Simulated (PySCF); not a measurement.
Working out the ionisation energy of Kr+

Kr+ [Ar] 3d10 4s2 4p5 (2P) → Kr(2+) [Ar] 3d10 4s2 4p4 (3P). Computed with PySCF 2.14 in x2c-TZVPPall, with the spin-free X2C one-electron Hamiltonian (Gaussian nucleus). Frozen: [Ne]. Energies in hartree (1 hartree = 27.21139 eV):

```json
{"part": "UHF", "Kr+ (lower)": "-2787.699412", "Kr(2+) (upper)": "-2786.844918"}
{"part": "MP2 opposite-spin", "Kr+ (lower)": "-0.218531", "Kr(2+) (upper)": "-0.194679"}
{"part": "MP2 same-spin", "Kr+ (lower)": "-0.097711", "Kr(2+) (upper)": "-0.089190"}
```

What does Hartree-Fock give?

(-2786.844918) − (-2787.699412) = 0.854494 hartree = 23.252 eV.

What do MP2 and SCS-MP2 (6/5 opposite-spin, 1/3 same-spin) give?

The opposite-spin parts differ by 0.649 eV and the same-spin parts by 0.232 eV. MP2: 23.252 + (0.649) + (0.232) = 24.133 eV. SCS-MP2: 23.252 + 1.2 × (0.649) + (0.232)/3 = 24.108 eV.

A first-order spin-orbit estimate adds -0.024 eV to MP2 (valence and next inner shell), giving 24.109 eV against 24.360 eV (measured; NIST Atomic Spectra Database, ionization energies).

What remains against the reference includes basis incompleteness, the frozen core and correlation beyond second order.
